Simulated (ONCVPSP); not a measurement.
**What one change does to a pseudopotential (thallium (Tl), ONCV)**

thallium (Tl), optimised norm-conserving Vanderbilt (ONCV), made with ONCVPSP 4.0.1 (PBE, fully relativistic). Core [Xe] 4f14, reference 5d10 6s1.5 6p1.5. Waves: 6s: rc 1.85 bohr, ncon 4, nbas 7, qcut 2.8 1/bohr, 2 projectors, debl 1 Ha; 6p: rc 2.30 bohr, ncon 3, nbas 7, qcut 3.2 1/bohr, 2 projectors, debl 1.7 Ha; 5d: rc 1.85 bohr, ncon 4, nbas 9, qcut 6.8 1/bohr, 2 projectors, debl 2.1 Ha. Local part: polynomial inside 1.45 bohr (lpopt 5, dvloc0 3 Ha). Core correction: Teter function, fcfact 4.25, rcfact 1.3.

Open shells are filled in proportion to 2j + 1.

Change: local potential polynomial inside 1.70 bohr (lpopt 2, dvloc0 0 Ha).

Cutoffs: the cutoffs (Ha) at which the residual kinetic energy of the hardest occupied pseudo-wave falls to 1 and 0.1 mHa per electron; they do not see the model core or the augmentation charge, which bear on the density cutoff. Errors are all-electron minus pseudo energies relative to the spin-unpolarised reference configuration.

Task: What does the change do?

Result: The potential gets neither clearly harder nor softer (20 Ha and 24 Ha → 20 Ha and 24 Ha); the bound ghost in s disappears; the number of tests with a reliable result goes from 3 to 4; of the 3 tests that both files solve, the error grows in 1 and shrinks in 0 by more than 15 % and 0.3 meV (median size 0.1 → 0.2 meV); the range in which the s phases agree narrows (upper end at the end of the scan → 1.7). In the separable form a ghost depends on how the local part lies against the semilocal potential of the channel, so the choice of the local part can create or remove one.

| quantity | base | changed |
| --- | --- | --- |
| cutoff, loose | 20 Ha | 20 Ha |
| cutoff, tight | 24 Ha | 24 Ha |
| bound ghosts | s | none |
| GHOST(+) flags under 300 eV | p3/2 at 53.2 eV, p1/2 at 73.9 eV | s at 50.3 eV, p3/2 at 81.9 eV, p1/2 at 109.1 eV |
| tests with a reliable result | 3 of 4 | 4 of 4 |
| error for 5d10 6s2 6p1, meV [ΔE -3.59 eV] | 0.0 | -0.1 |
| error for 5d10 6s2 6p0, meV [ΔE 1.68 eV] | -0.1 | -0.2 |
| error for 5d10 6s0 6p3, meV [ΔE 11.37 eV] | -2.1 | -2.5 |
| s: phases at 1.88 bohr within 0.05 rad from the reference energy up to (Ha; the scan ends near 5) | to the end of the scan | 1.7 |
| p3/2: phases at 2.34 bohr within 0.05 rad from the reference energy up to (Ha; the scan ends near 5) | 1.9 | 2.8 |
| p1/2: phases at 2.34 bohr within 0.05 rad from the reference energy up to (Ha; the scan ends near 5) | 2.5 | 3.0 |
| d5/2: phases at 1.88 bohr within 0.05 rad from the reference energy up to (Ha; the scan ends near 5) | to the end of the scan | to the end of the scan |
| d3/2: phases at 1.88 bohr within 0.05 rad from the reference energy up to (Ha; the scan ends near 5) | to the end of the scan | to the end of the scan |
| rms error of d²Exc/dni dnj with the model core, mHa | 4.26 | 4.26 |

 A true bound ghost makes a file unfit for plane-wave use even where its test errors are small: the radial tests pick states by their node count and pass the ghost by.
